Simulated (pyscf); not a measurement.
This saddle point was located with ωB97X-D3(BJ)/def2-SVP in PySCF.

```xyz
8

Sb    -0.3069     1.5818     0.6411
H     -0.2882    -0.1701    -0.2666
H      0.9052     2.3366    -0.2919
H     -1.3307     1.6093    -0.7711
Sb     0.1316    -1.7734     0.4315
Cl     1.8233     0.0913     1.4767
Cl    -1.7173    -2.5377    -0.9016
Cl    -1.1991    -1.4463     2.3468
```
Charge 0, spin multiplicity 1.

Surface: singlet, charge 0. Lowest wavenumbers (cm⁻¹): 211i, 48, 73, 82, 137.

**Question.** What reaction is this the transition state of?

**Answer.** SbH₃ + Cl–Sb(Cl)–Cl ⇌ Cl–SbH₂ + Cl–SbH–Cl, a four-centre exchange read from left to right: H–Sb, Cl–Sb broken and Cl–Sb, H–Sb formed. At ωB97M-D3(BJ)/def2-TZVP it lies +29.2 kcal/mol from the left side and +22.3 kcal/mol from the right (each side as separated species at their lowest minima found). On the product side the descent ends in a bound adduct, 9.6 kcal/mol under the separated species and 25.8 kcal/mol under the saddle at ωB97X-D3(BJ)/def2-TZVP. At ωB97X-D3(BJ) the barrier from the zero used here is 23.2 kcal/mol. This is the saddle that the search found; another between the same sides may lie lower. Elements past Kr carry the def2 core potentials, without spin-orbit coupling.
